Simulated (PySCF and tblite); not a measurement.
¹³C shifts against TMS: measured, and computed as averages over conformers at 298.15 K (GIAO PBE0/pcSseg-1 (IEF-PCM, chloroform); weights B3LYP-D3(BJ)/def2-TZVP (IEF-PCM, chloroform) // PBE0-D3(BJ)/def2-SVP; PySCF, tblite).

```json
{"molecule": "[O:1]=[CH:2][CH:3]1[CH2:4][CH2:5]1", "atom": "C4/C5", "computed (ppm)": "9.4", "measured (ppm)": "7.4"}
{"molecule": "[CH3:1][CH2:2][CH2:3][CH2:4][CH2:5][CH3:6]", "atom": "C1/C6", "computed (ppm)": "16.2", "measured (ppm)": "14.14"}
{"molecule": "[CH3:1][CH2:2][c:3]1[cH:4][cH:5][cH:6][cH:7][cH:8]1", "atom": "C1", "computed (ppm)": "21.7", "measured (ppm)": "15.8"}
{"molecule": "[CH3:1][CH2:2][CH2:3][CH2:4][CH2:5][CH3:6]", "atom": "C2/C5", "computed (ppm)": "26.1", "measured (ppm)": "22.7"}
{"molecule": "[O:1]=[CH:2][CH:3]1[CH2:4][CH2:5]1", "atom": "C3", "computed (ppm)": "26.2", "measured (ppm)": "?"}
{"molecule": "[CH3:1][CH2:2][c:3]1[cH:4][cH:5][cH:6][cH:7][cH:8]1", "atom": "C2", "computed (ppm)": "33.7", "measured (ppm)": "29.1"}
{"molecule": "[CH3:1][CH2:2][CH2:3][CH2:4][CH2:5][CH3:6]", "atom": "C3/C4", "computed (ppm)": "34.5", "measured (ppm)": "31.64"}
{"molecule": "[NH2:1][c:2]1[cH:3][cH:4][c:5]([Br:6])[cH:7][cH:8]1", "atom": "C5", "computed (ppm)": "124.8", "measured (ppm)": "110.42"}
```

**Question.** Fit a straight line to the complete rows and predict the measured shift of C3 in O=CC1CC1.

**Answer.** measured = -1.01 + 0.8945·computed (7 points, rms 1.2 ppm, correlation 0.999). At 26.2 this gives 22.4 ppm; the measured value is 22.7 ppm, so the fit is off by 0.3.

Measured: Fulmer et al., Organometallics 2010, 29, 2176 (CDCl3); Pretsch, Buehlmann, Badertscher, Structure Determination of Organic Compounds, 4th ed. (2009) (not stated per compound (mostly CDCl3 or CCl4)); Viesser, Ducati, Tormena, Autschbach, PCCP 2018 (ESI) (CDCl3).

For scale, the study of O=CC1CC1 took 80 s on 1 thread of Arm Neoverse V1 (shared host) (rough), launched as `OMP_NUM_THREADS=1 python ens_run.py task.json out`.
